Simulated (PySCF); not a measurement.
Stepwise substitution at one centre (B OH-SiH3). All species are isolated molecules in the gas phase. One relaxed conformer stands for each flexible species; it need not be the lowest. Strings in code marks are SMILES.

All values below come from B3LYP-D3(BJ)/def2-TZVP run with PySCF. B3LYP has the VWN-RPA correlation part, as in Gaussian. Excitations are Tamm–Dancoff values on a coarser integration grid. The basis has no diffuse functions, so Rydberg states are missing or too high.

```json
[
 {"species": "0 of 3 OH replaced by SiH3 (`OB(O)O`)", "LUMO (eV)": "…", "S1 oscillator strength": "0.001", "S1 excitation (TDA) (eV)": "7.53", "S1–T1 gap (TDA) (eV)": "0.25"},
 {"species": "1 of 3 OH replaced by SiH3", "LUMO (eV)": "-0.54", "S1 oscillator strength": "0.024", "S1 excitation (TDA) (eV)": "6.35", "S1–T1 gap (TDA) (eV)": "1.01"},
 {"species": "2 of 3 OH replaced by SiH3", "LUMO (eV)": "-1.78", "S1 oscillator strength": "0.000", "S1 excitation (TDA) (eV)": "4.09", "S1–T1 gap (TDA) (eV)": "…"},
 {"species": "3 of 3 OH replaced by SiH3 (`[SiH3]B([SiH3])[SiH3]`)", "LUMO (eV)": "-3.29", "S1 oscillator strength": "…", "S1 excitation (TDA) (eV)": "3.27", "S1–T1 gap (TDA) (eV)": "…"}
]
```

Question: Fill in the missing entries.

Answer: 
- 0 of 3 OH replaced by SiH3 (`OB(O)O`), LUMO (eV): -0.28
- 2 of 3 OH replaced by SiH3, S1–T1 gap (TDA) (eV): 0.70
- 3 of 3 OH replaced by SiH3 (`[SiH3]B([SiH3])[SiH3]`), S1 oscillator strength: 0.000
- 3 of 3 OH replaced by SiH3 (`[SiH3]B([SiH3])[SiH3]`), S1–T1 gap (TDA) (eV): 0.69
